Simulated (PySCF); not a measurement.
## How methods differ on the excitation energy of Re(2+)

Re(2+) [Xe] 4f14 5d5 (6S) → Re(2+) [Xe] 4f14 5d4 6s1 (6D), as a difference of total energies. Calculation: PySCF 2.14, in aug-cc-pVTZ-PP with ECP60MDF (6s6p5d3f2g, 88 functions); scalar relativity through the core potential. Correlated levels: valence: 5s2 5p6 frozen. The calculations carry no spin-orbit coupling.

```tsv
method	excitation energy (eV)
UHF	2.693
MP2 (valence)	2.763
SCS-MP2 (valence)	2.716
CCSD (valence)	2.751
CCSD(T) (valence)	2.748
```

Question: How much does correlation contribute at CCSD(T) (valence)?

Answer: 2.748 − (2.693) = 0.055 eV, measured against UHF.
